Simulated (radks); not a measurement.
Species: the mercury ion Hg2+. Configuration: [Xe] 4f14 5d10. All-electron calculation, Dirac Kohn-Sham, PBE, spin-unpolarised, spherical densities, finite nucleus; Fermi nuclear charge, rms radius 5.4648 fm. Program: a radial shooting solver on a logarithmic mesh with Libxc functionals.

Radial electron density D(r) = 4 pi r^2 rho(r):

| r (bohr) | D(r) (e/bohr) |
|---|---|
| 0.001952 | 28.80 |
| 0.002604 | 41.42 |
| 0.003473 | 57.54 |
| 0.004595 | 75.78 |
| 0.006129 | 94.86 |
| 0.008175 | 110.0 |
| 0.01082 | 116.4 |
| 0.01443 | 112.7 |
| 0.01909 | 104.7 |
| 0.02546 | 105.3 |
| 0.03395 | 123.9 |
| 0.04493 | 146.0 |
| 0.05992 | 144.1 |
| 0.07992 | 121.7 |
| 0.1057 | 122.7 |
| 0.141 | 139.8 |
| 0.1866 | 113.7 |
| 0.2489 | 78.13 |
| 0.332 | 89.10 |
| 0.4392 | 81.69 |
| 0.5858 | 43.83 |
| 0.7751 | 25.76 |
| 1.034 | 20.08 |
| 1.379 | 11.87 |
| 1.824 | 4.973 |
| 2.433 | 1.407 |
| 3.246 | 0.2421 |
| 4.294 | 0.02163 |

D(r) has 4 maxima, at r = 0.0112, 0.0511, 0.142, 0.368 bohr, and minima at 0.0220, 0.0916, 0.261 bohr, inside which lie 2.04, 11.10, 30.09 electrons.
